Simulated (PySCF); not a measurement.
Cycloheptanemethylamine, C8H17N.
Geometry (GFN2-xTB, Å), atoms numbered from 1 in this order:
```xyz
26
C8H17N angstrom
N      3.2552    0.5361   -0.2969
C      2.3491   -0.4798    0.2166
C      0.9116   -0.1984   -0.2393
C     -0.0164   -1.3360    0.1961
C     -1.3516   -1.3303   -0.5512
C     -2.4562   -0.5012    0.1091
C     -2.0049    0.8270    0.7226
C     -0.9467    1.5816   -0.0841
C      0.4790    1.1716    0.2820
H      3.2607    0.5110   -1.3117
H      4.2018    0.3584    0.0203
H      2.3973   -0.4427    1.3088
H      2.6311   -1.5010   -0.0962
H      0.9144   -0.1651   -1.3360
H      0.4904   -2.2828   -0.0114
H     -0.1853   -1.2899    1.2724
H     -1.1778   -0.9685   -1.5667
H     -1.7184   -2.3560   -0.6411
H     -2.9240   -1.0944    0.8987
H     -3.2242   -0.3073   -0.6436
H     -2.8905    1.4570    0.8383
H     -1.6097    0.6504    1.7248
H     -1.0484    2.6490    0.1276
H     -1.1190    1.4446   -1.1526
H      0.5796    1.1827    1.3702
H      1.1818    1.9067   -0.1135
```

Method used: PBE0/pcSseg-1 in PySCF (dipole) on a GFN2-xTB geometry, gas phase.

Take the most abundant isotopes and a rigid rotor. The values belong to one conformer with, in the numbering `[NH2:1][CH2:2][CH:3]1[CH2:4][CH2:5][CH2:6][CH2:7][CH2:8][CH2:9]1`, H–N1–C2–C3 -63° and 179°, N1–C2–C3–C4 175°, C2–C3–C4–C5 -164°, C3–C4–C5–C6 -90°, C4–C5–C6–C7 40°, C5–C6–C7–C8 39°.

(1) What are A, B and C (MHz)?

(2) Classify the top.

(3) Is it planar, by Δ = Ic − Ia − Ib?

(4) List the rotational levels J(Ka,Kc) to J = 4 (cm⁻¹).

(5) Which lines would a microwave search look for?

## Answers

(1) Ia = 172.06, Ib = 491.59, Ic = 606.09 u·Å²; 505379 MHz·u·Å²/I gives A = 2937, B = 1028, C = 833.8 MHz.

(2) An asymmetric top: κ = (2 × 1028 − 2937 − 833.8)/(2937 − 833.8) = -0.82.

(3) Not planar: Δ = Ic − Ia − Ib = -57.56 u·Å². For a rigid frame Δ = −2 Σ m c², so Σ m c² = 28.78 u·Å² lies off the ab plane: 17.46 from hydrogen and 11.33 from heavier atoms. The atom farthest from that plane is 1.53 Å away.

(4) Above 0(0,0):
J = 1: 1(0,1) 0.0621, 1(1,1) 0.1258, 1(1,0) 0.1323
J = 2: 2(0,2) 0.1858, 2(1,2) 0.2435, 2(1,1) 0.2630, 2(2,1) 0.4540, 2(2,0) 0.4545
J = 3: 3(0,3) 0.3703, 3(1,3) 0.4198, 3(1,2) 0.4587, 3(2,2) 0.6403, 3(2,1) 0.6427, 3(3,1) 0.9752, 3(3,0) 0.9752
J = 4: 4(0,4) 0.6142, 4(1,4) 0.6544, 4(1,3) 0.7191, 4(2,3) 0.8884, 4(2,2) 0.8953, 4(3,2) 1.2245, 4(3,1) 1.2247, 4(4,1) 1.6922, 4(4,0) 1.6922

(5) The dipole components are |μa| = 0.64 D, |μb| = 1.10 D, |μc| = 0.32 D. The squared components, which scale the intensities, stand as 0.34 : 1.00 : 0.08 (a : b : c). Some lines, for components of 0.1 D or more:

| type | branch | J(Ka,Kc) | MHz | lower level (cm⁻¹) |
| --- | --- | --- | --- | --- |
| a | Q | 2(1,1) ← 2(1,2) | 583 | 0.244 |
| b | R | 2(0,2) ← 1(1,1) | 1801 | 0.126 |
| b | Q | 2(1,1) ← 2(0,2) | 2312 | 0.186 |
| a | R | 2(1,2) ← 1(1,1) | 3530 | 0.126 |
| b | R | 1(1,1) ← 0(0,0) | 3771 | 0.000 |
| b | R | 3(0,3) ← 2(1,2) | 3801 | 0.244 |
| a | R | 2(1,1) ← 1(1,0) | 3918 | 0.132 |
| c | R | 1(1,0) ← 0(0,0) | 3965 | 0.000 |
| a | R | 3(1,3) ← 2(1,2) | 5286 | 0.244 |
| b | R | 2(1,2) ← 1(0,1) | 5439 | 0.062 |
| b | Q | 3(2,1) ← 3(1,2) | 5515 | 0.459 |
| c | Q | 2(2,1) ← 2(1,1) | 5727 | 0.263 |
| b | Q | 2(2,0) ← 2(1,1) | 5742 | 0.263 |
| b | Q | 2(2,1) ← 2(1,2) | 6310 | 0.244 |
| b | Q | 3(2,2) ← 3(1,3) | 6610 | 0.420 |
| c | R | 3(1,2) ← 2(0,2) | 8179 | 0.186 |
| b | R | 2(2,1) ← 1(1,0) | 9645 | 0.132 |
| c | R | 2(2,0) ← 1(1,0) | 9660 | 0.132 |
| c | R | 2(2,1) ← 1(1,1) | 9840 | 0.126 |
| b | R | 2(2,0) ← 1(1,1) | 9854 | 0.126 |
| b | Q | 3(3,0) ← 3(2,1) | 9971 | 0.643 |
| b | R | 3(2,2) ← 2(1,1) | 11313 | 0.263 |
| c | R | 3(3,0) ← 2(2,0) | 15612 | 0.454 |
| b | R | 3(3,0) ← 2(2,1) | 15626 | 0.454 |

No frequency check. No vibrational averaging or centrifugal distortion is included, and the geometry carries the error of its method. A rigid rotor knows nothing of inversion at nitrogen, which can split or shift real lines. Quadrupole hyperfine structure (14N) is left out.
